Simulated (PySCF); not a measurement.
## Broadened absorption spectrum of H9PSi3

H9PSi3.
SMILES: `[SiH3][SiH2]P[SiH3]`

Computed, not measured: TDDFT B3LYP/def2-SVPD, vertical, gas phase, core orbitals frozen in the response in PySCF 2.14.0, density-fitted response routines. Isolated species at its GFN2-xTB geometry (one conformer only). Torsions of this conformer, `[SiH3:1][SiH2:2][PH:3][SiH3:4]`: Si1–Si2–P3–Si4 73°.

Each state is given a Gaussian of 0.4 eV full width at half maximum, with ε(max) = 2.175×10⁸ f / Δν̃ (Δν̃ the width in cm⁻¹). The width is an assumption, not a result. The curve ends short of the highest state used, and states not computed would add to its high-energy end.

```csv
λ (nm),ε (L mol⁻¹ cm⁻¹)
195.4,4625
197.9,5719
200.4,6461
202.8,6721
205.3,6414
207.7,5596
210.2,4431
212.7,3285
215.1,2440
217.6,1899
220.1,1626
222.5,1481
225.0,1334
227.5,1132
229.9,894
232.4,637
234.8,421
237.3,249
239.8,135
242.2,69
244.7,32
247.2,14
249.6,6
252.1,2
```

Q: Where are the band maxima, and which computed states make them?

A: 203 nm (6.11 eV), ε about 6700, made up of S3 (28%), S4 (50%) and S5 (22%) (ε in L mol⁻¹ cm⁻¹; maxima over ε = 5, shares over 10%). The states used: S1 5.52 eV (f 0.016); S2 5.74 eV (f 0.0064); S3 5.98 eV (f 0.038); S4 6.10 eV (f 0.050); S5 6.33 eV (f 0.047); S6 6.80 eV (f 0.010); S7 6.86 eV (f 0.0054); S8 6.94 eV (f 0.034).

Q: What would ε be at 6.11 eV, the highest of these maxima, with half the width (0.2 eV)?

A: About 8510 L mol⁻¹ cm⁻¹ against 6720, a factor of about 1.3; a lone state at its own centre would give exactly 2.

Q: On this curve, what absorbance would a 10⁻⁴ mol/L sample give at 222 nm over a 1 cm path?

A: 222 nm is 5.585 eV, where ε is about 1500 L mol⁻¹ cm⁻¹, so A = ε c l ≈ 0.15 (Beer–Lambert, with the gas-phase spectrum and the assumed width).

Q: Coming from long wavelengths, where does ε first pass 100 L mol⁻¹ cm⁻¹?

A: At about 241 nm (5.15 eV), 0.37 eV below S1.
